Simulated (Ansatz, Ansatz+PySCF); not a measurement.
```
atom    x (Å)    y (Å)    z (Å)
   B   0.0000   0.0000  -0.9887
   N   0.0000   0.0000   0.7771
   H   0.0000  -1.2747  -1.3412
   H  -1.1039   0.6373  -1.3412
   H   1.1039   0.6373  -1.3412
   H   0.0000   1.0275   1.1758
   H  -0.8899  -0.5138   1.1758
   H   0.8899  -0.5138   1.1758
```

Basis set: def2-SVP (spherical functions). Left uncorrelated: 2 orbitals. Charge 0, multiplicity 1.

Computed with Ansatz (development build ahead of 0.2.0); each method stands on the lowest determinant of its kind that the runs found. Restricted open shells among the atoms or ions are ROHF, correlated in semicanonical orbitals with singles.

Problem. Give the atomization energy at this shape (free ground-state atoms in the same class of orbitals less the molecule, no zero-point energy) of singlet BNH6 by RHF-CCSD(T), RHF-MP2, RHF, UHF.

Solution.

| method | atomization energy |
| --- | --- |
| RHF-CCSD(T) | 24.45 eV |
| RHF-MP2 | 24.25 eV |
| RHF | 19.03 eV |
| UHF | 18.85 eV |

Caution: the shape is not the minimum.
